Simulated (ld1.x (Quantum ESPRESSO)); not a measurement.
# Building the TM potential for iron (PBE, scalar-relativistic).

* Element: Fe
* Generator: ld1.x (Quantum ESPRESSO) 7.5
* Type: norm-conserving Troullier–Martins (Kleinman–Bylander form)
* Functional: PBE
* Relativity: scalar-relativistic
* Frozen core: [Ne]
* Valence charge: 16
* Reference configuration: 3s2 3p6 3d6 4s1.5 4p0 (charge +0.5)
* Partial waves: 3p (bound): rc 0.75 bohr; 3d (bound): rc 1.65 bohr; 3s (bound): rc 0.90 bohr
* Local potential: the s channel
* Core correction: none

Occupied shells without a wave of their own: 4s. They enter only through the test configuration that unscreens the potential.

All-electron outer shells of the reference configuration (PBE, scalar-relativistic, ld1.x):

```
shell  level (eV)  outermost node (bohr)  outermost maximum (bohr)
   2p     -702.47                      –                      0.18
   3s      -98.09                   0.33                      0.70
   3p      -64.12                   0.30                      0.72
   3d      -11.55                      –                      0.71
   4s       -8.69                   1.00                      2.35
   4p       -4.18                   1.10                      3.02
```

What the tests gave:

* Cutoffs needed: 180 Ry and 300 Ry (the cutoffs (Ry, on a coarse ladder) from which the occupation-weighted sum of valence levels, in a spherical-Bessel basis at the reference potential, stays within 10 and 1 mRy of its value at 400 Ry)
* Ghost test: no extra level below or beside the all-electron valence levels (p, d, s, f tested) (spherical-Bessel basis up to 400 Ry, 20 bohr box)
* Largest excitation error: -214 meV (all-electron minus pseudo) for 3s2 3p6 3d6 4s0 4p0, out of 7 test configurations

Generation and tests took about 1.2 s on one core of a shared server CPU.
